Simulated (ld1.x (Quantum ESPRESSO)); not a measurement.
**PBE ultrasoft dataset for cerium, scalar-relativistic all-electron reference.**

```json
{"Element": "cerium (Ce)", "Generator": "ld1.x (Quantum ESPRESSO) 7.5", "Type": "ultrasoft", "Functional": "PBE", "Relativity": "scalar-relativistic", "Frozen core": "[Kr] 4d10", "Valence charge": "12", "Reference configuration": "4f1 5s2 5p6 5d0 6s0 6p0 (charge +3)", "Partial waves": "5s (bound): rcut 0.55, rcutus 0.65 bohr; 6s (bound, empty): rcut 0.55, rcutus 0.65 bohr; 5p (bound): rcut 2.70, rcutus 3.05 bohr; 6p (bound, empty): rcut 2.70, rcutus 3.05 bohr; 5d (bound, empty): rcut 2.60, rcutus 3.55 bohr; 5d channel at -0.35 Ry: rcut 2.60, rcutus 3.55 bohr; 4f (bound): rcut 1.40, rcutus 1.75 bohr; 4f channel at -0.95 Ry: rcut 1.40, rcutus 1.75 bohr", "Local potential": "all-electron potential smoothed inside 1.40 bohr (lloc = -2)", "Core correction": "a·sin(br)/r model core inside 0.30 bohr", "Augmentation charge": "built from norm-conserving waves at rcut, not smoothed further"}
```

All-electron outer shells of the reference configuration (PBE, scalar-relativistic, ld1.x):

| shell | level (eV) | outermost node (bohr) | outermost maximum (bohr) |
| --- | --- | --- | --- |
| 4p | -234.58 | 0.33 | 0.62 |
| 4d | -133.99 | 0.31 | 0.66 |
| 5s | -63.67 | 0.75 | 1.37 |
| 5p | -45.92 | 0.81 | 1.53 |
| 4f | -28.65 | – | 0.71 |
| 5d | -23.66 | 0.92 | 1.99 |
| 6s | -20.68 | 1.76 | 3.16 |
| 6p | -16.09 | 2.02 | 3.68 |

Task: Does the generator finish with these settings?

Result: No. ld1.x (Quantum ESPRESSO) 7.5 stopped with "run_pseudo: Errors in PS-KS equation": the pseudo-atom solver did not find the valence states with the expected number of nodes, which is the usual sign of a ghost state. The 5s radius of 0.55 bohr lies inside the outermost node of the all-electron wave at 0.75 bohr. Before that it printed "Warning: n=1, l=0 expected 0 nodes, found 1".
